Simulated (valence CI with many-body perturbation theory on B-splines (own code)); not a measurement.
Questions on Pm⁴⁶⁺

Level of theory: configuration interaction combined with many-body perturbation theory (CI+MBPT): five valence electrons over a frozen Dirac-Fock core [Ne], radial functions for each j: 9 s, 9 p, 8 d, 6 f, 3 g, 1 h, with the one-electron correlation potential Σ1, the two-electron term Σ2, the three-electron term Σ3, Breit, model QED; selected CI, second order for the rest (own B-spline code, finite nucleus).

The last digits are not significant, and no measured levels were compared; by estimate large intervals hold to a few tenths of a per cent, small ones and those within an open d or f shell to about a per cent. Among the levels kept, up to 580 cm⁻¹ of a level comes from second order outside the variational space, and about a tenth of that is noise between levels of different J, which matters for small intervals.

Levels are named by their leading jj configuration (3d3/2^4 stands for four electrons in 3d with j = 3/2), which in mixed levels can hold well under half, so a name can repeat and another be missing.

Rates and lifetimes use the calculated energies. Strong lines usually hold to 10 to 20 %, long lifetimes can be off by a factor of two.

Q: What is the ground level?

A: (3s^2 3p1/2^2 3p3/2) J=3/2, composition 46 % 3s²3p³ ²P° + 27 % 3s²3p³ ⁴S° + 26 % 3s²3p³ ²D°, g = 1.369.

Q: Where does the other parity begin?

A: At (3s^2 3p1/2^2 3d3/2) J=3/2, 178.63 eV.

Q: What are the static dipole polarisabilities of the lowest levels?

A: (3s^2 3p1/2^2 3p3/2) J=3/2 0.00718 (tensor 0.00058) bohr³, of which the core gives 0.000108.

Q: Name the longest-lived excited levels whose lifetime is computed, and their main decay.

A: (3s^2 3p1/2 3p3/2 3d5/2) J=9/2 at 351.72 eV lives 3.21 μs, mostly by M1 to (3s^2 3p1/2 3p3/2 3d3/2) J=7/2; (3s^2 3p1/2 3p3/2^2) J=5/2 at 140.77 eV lives 234 ns, mostly by M1 to (3s^2 3p1/2^2 3p3/2) J=3/2; (3s^2 3p1/2 3p3/2^2) J=1/2 at 152.62 eV lives 64.2 ns, mostly by M1 to (3s^2 3p1/2^2 3p3/2) J=3/2.

Q: What is the ionisation energy?

A: 3817.8 eV; NIST lists 3816 ± 4 eV (theoretical).

Q: Among levels below 508.01 eV, which E1 lines absorb most strongly from the ground level?

A: to (3s^2 3p1/2 3p3/2 3d3/2) J=5/2 at 3.637 nm, f = 0.261; to (3s^2 3p1/2 3p3/2 3d3/2) J=3/2 at 3.569 nm, f = 0.172; to (3s^2 3p1/2 3p3/2 3d5/2) J=3/2 at 3.572 nm, f = 0.120.

Q: How well does LS coupling describe the low levels?

A: Among the lowest 20 levels the leading LS term, summed over configurations, holds 52 % on average. For single configurations the figures are 50 % in LS and 87 % in jj coupling. Terms mix most in the J = 5/2 level at 218.82 eV, where the leading one holds 29 %.
